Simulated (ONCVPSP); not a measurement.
u(r) = r·R(r): atom against pseudo-atom (arsenic (As))

Columns: radius, all-electron u(r) and pseudo u(r) of the 3s shell (level -190.31 eV) of arsenic in the configuration [Ne] 3s2 3p6 3d10 4s2 4p3; PBE, scalar-relativistic, ONCV scheme, ONCVPSP 4.0.1.

| r (bohr) | all-electron | pseudo |
| --- | --- | --- |
| 0.060 | -0.0222 | 0.1391 |
| 0.120 | -0.7374 | 0.2955 |
| 0.180 | -0.6257 | 0.4781 |
| 0.240 | -0.0785 | 0.6839 |
| 0.300 | 0.5203 | 0.8977 |
| 0.360 | 0.9909 | 1.0969 |
| 0.420 | 1.2869 | 1.2576 |
| 0.480 | 1.4250 | 1.3599 |
| 0.540 | 1.4450 | 1.3936 |
| 0.600 | 1.3860 | 1.3602 |
| 0.660 | 1.2796 | 1.2715 |
| 0.720 | 1.1498 | 1.1485 |
| 0.780 | 1.0125 | 1.0122 |
| 0.840 | 0.8780 | 0.8778 |
| 0.900 | 0.7523 | 0.7520 |
| 0.960 | 0.6384 | 0.6382 |
| 1.020 | 0.5375 | 0.5374 |
| 1.080 | 0.4498 | 0.4496 |
| 1.140 | 0.3743 | 0.3741 |
| 1.200 | 0.3102 | 0.3100 |
| 1.260 | 0.2560 | 0.2559 |
| 1.320 | 0.2107 | 0.2106 |
| 1.380 | 0.1729 | 0.1728 |
| 1.440 | 0.1416 | 0.1415 |
| 1.500 | 0.1156 | 0.1156 |
| 1.560 | 0.0944 | 0.0943 |

Problem. How many radial nodes do the two functions have?

Solution. The all-electron 3s function has n − l − 1 = 2 (the table is too coarse to show those close to the nucleus); the pseudo-wave has 0, since the states of the same l below it are removed with the core.

Problem. At about which radius was the pseudo-wave matched?

Solution. 0.80 bohr, where the columns begin to agree (steps of 0.06 bohr).

Problem. Is the pseudo-wave norm-conserving?

Solution. Yes: the ONCV scheme keeps the norm inside the radius equal to the all-electron one, which fixes the energy derivative of the logarithmic derivative at the level.
